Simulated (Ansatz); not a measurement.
`[F][Hf]([F])([F])[Br]` from Hartree–Fock to CCSD(T)

```xyz
5

F     1.5103   -1.1821    0.2076
Hf    0.0001   -0.0521    0.0929
F    -1.5588   -1.1080    0.2523
F     0.0507    1.1729    1.5307
Br   -0.0023    1.1694   -2.0834
```

The species carries charge 0 and has multiplicity 1. Correlated methods include outer-core shells of Br, Hf, which these sets cover unevenly. Scalar relativity is left out up to krypton. Hf takes the def2 core potential. Geometry: relaxed with PBE0-D4/def2-TZVP. Frozen core, restricted reference, Ansatz 0.2.0.

```
     basis      HF (Eh)  MP2 corr.
  def2-SVP  -2917.98902   -1.01013
def2-TZVPP  -2918.70763   -1.33881
def2-QZVPP  -2918.77191   -1.77880
```

Estimate the CCSD correlation energy and the (T) correction in each basis where they were run (hartree).


| basis | CCSD corr. | (T) |
| --- | --- | --- |
| def2-SVP | -1.00669 | -0.02308 |
| def2-TZVPP | -1.33208 | -0.04567 |
